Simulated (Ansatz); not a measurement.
`[O]=[Nb]([OH])([F])[Cl]` + H₂O → `[O]=[Nb]([OH])([OH])[F]` + HCl at 600 K and 1 bar (formal hydrolysis of the Nb–Cl bond).

Gas-phase electronic energies from Ansatz, PBE0-D4/def2-TZVP geometries. CCSD(T)/CBS is the MP2 limit (def2-TZVPP, def2-QZVPP) plus CCSD(T) − MP2 in def2-TZVPP, frozen cores. This one scheme is used for every species. def2 core potentials past Kr. For Nb outer-core shells are correlated without core-valence functions, which leaves a few kJ/mol of doubt a bond. One conformer a species, not always the lowest.

```tsv
species	CCSD(T)/CBS energy (Eh)	H − E (kJ/mol)	S (J/(mol·K))
`[O]=[Nb]([OH])([F])[Cl]`	-767.67871	105.1	422.3
H₂O	-76.37941	76.8	212.8
`[O]=[Nb]([OH])([OH])[F]`	-383.66619	140.3	426.3
HCl	-460.38127	35.4	207.2
```

H − E and S are ideal-gas, rigid-rotor, harmonic terms from PBE0-D4/def2-TZVP, for one conformer and one mirror image of each species. 1 Eh = 2625.50 kJ/mol, R = 8.31446 J/(mol·K).

By hand: ΔE, ΔH, ΔS and ΔG.

ΔE = (-383.66619) + (-460.38127) − (-767.67871) − (-76.37941) = 0.01066 Eh = 28.0 kJ/mol. Δ(H − E) = 140.3 + 35.4 − 105.1 − 76.8 = -6.2, so ΔH = 21.8 kJ/mol. ΔS = 426.3 + 207.2 − 422.3 − 212.8 = -1.6 J/(mol·K). ΔG = 21.8 − 600 × (-1.6)/1000 = 22.8 kJ/mol.

By hand: the equilibrium constant, and the temperature at which ΔG would vanish if ΔH and ΔS stayed fixed.

log₁₀ K = −ΔG/(RT ln 10) = -2.0. ΔH and −TΔS have one sign here, so there is no such temperature.

The number of gas molecules stays the same, so ΔS is small and ΔH decides. A doubt of 5 kJ/mol in ΔE shifts log₁₀ K by 0.4 here. Other conformers and mirror images would add mixing entropy, several J/(mol·K) or more a flexible species. These are equilibria of isolated gas molecules and say nothing of rates. Largest T1 diagnostic: 0.022 (customary marks: 0.02 for closed shells, 0.045 for open ones).

ΔS is within the doubt of such terms, so its sign, and with it that verdict, could turn.
